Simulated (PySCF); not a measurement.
## [PbI2]2+ at several levels of theory

Computed with PySCF 2.14.0 (density fitting, no spin-orbit coupling) at the geometry relaxed with BP86:

```xyz
3
[PbI2]2+ (singlet)
Pb    0.0000    0.0000    0.0000
I     0.0000    0.0000    2.6831
I     0.0000    0.0000   -2.6831
```

```tsv
level	basis	state	HOMO (eV)	gap (eV)	charge on Pb1 (e)	dipole about the centre of mass (D)	largest force component (eV/Å)
BP86	Pb def2-SVP with ECP60, I def2-SVP with ECP28	singlet	-17.15	0.73	0.93	0.00	0.01
BP86	Pb def2-TZVP with ECP60, I def2-TZVP with ECP28	singlet	-17.04	0.87	1.00	0.00	0.29
BP86	Pb x2c-SVPall, I x2c-SVPall	singlet	-17.16	0.72	1.03	0.00	0.15
```

Charges are Mulliken's, which hang on the basis. The relaxation used the grid (50, 194), these runs (75, 302) or, all-electron (x2c bases, spin-free X2C Hamiltonian), (99, 590).

Task: Order these levels, in the first row's basis, by the HOMO–LUMO gap they give here, smallest first.
A. PBE
B. B3LYP
C. wB97X
D. TPSS

Result: A (0.75 eV), D (0.87 eV), B (2.06 eV), C (6.45 eV).

Task: And their other results?

Result: 
```
level    state  HOMO (eV)  gap (eV)  charge on Pb1 (e)  dipole about the centre of mass (D)  largest force component (eV/Å)
  PBE  singlet     -17.02      0.75               0.94                                 0.00                            0.03
wB97X  singlet     -20.22      6.45               1.01                                 0.00                            0.52
B3LYP  singlet     -17.85      2.06               0.97                                 0.00                            0.02
 TPSS  singlet     -17.10      0.87               0.99                                 0.00                            0.10
```

In the first row's basis the gap widens with exact exchange: 0.7 to 0.9 eV for BP86, PBE, TPSS (none); 2.1 eV for B3LYP (a fixed share); 6.5 eV for wB97X (rising or full at long range).

The gap of the closed shell is small, and it wasn't tested for a lower spin-broken solution at this geometry.

Small gap, closed shell not tested for a spin-broken solution: PBE, TPSS, BP86 (small-core/TZVP), BP86 (x2c-SVP).
